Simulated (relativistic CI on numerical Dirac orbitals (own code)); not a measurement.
## d1 to d9 in one tetrahedral field

Computed with a parametric ligand-field model without spin-orbit coupling, by exact diagonalisation: B = 760, C = 3470, 10Dq = -7300 cm⁻¹ (Td; |10Dq|/B = 9.6) for every shell. Energies in cm⁻¹; the field energy is (0.6 n_e − 0.4 n_t2) × 10Dq of the ground term; g labels are left out.

```
Shell  Ground term  Electrons in e  Field energy  First spin-allowed bands  Lowest term of other spin
   d1           2E           1.000         -4380                  2T2 7300                           
   d2          3A2           2.000         -8760       3T2 7300, 3T1 12084                   1E 12581
   d3          4T1           1.920         -5257       4T2 6363, 4A2 13663                    2E 8718
   d4          5T2           2.000         -2920                   5E 7300                  3T1 11789
   d5          6A1           2.000             0                      none                  4T1 20004
   d6           5E           3.000         -4380                  5T2 7300                  3T1 12334
   d7            ?               ?             ?                         ?                          ?
   d8          3T1           3.920         -5257       3T2 6363, 3A2 13663                  1T2 11915
   d9          2T2           4.000         -2920                   2E 7300
```

Problem. Fill in the row of d7.

Solution. Ground term: 4A2; Electrons in e: 4.000; Field energy: -8760; First spin-allowed bands: 4T2 7300, 4T1 12084; Lowest term of other spin: 2E 15478. Every shell keeps the spin of the free ion. Tetrahedral fields of 3d complexes are almost always too weak to pair spins. High-spin d^(n+5) repeats the spin-allowed bands of d^n, since the half-filled shell is spherical.
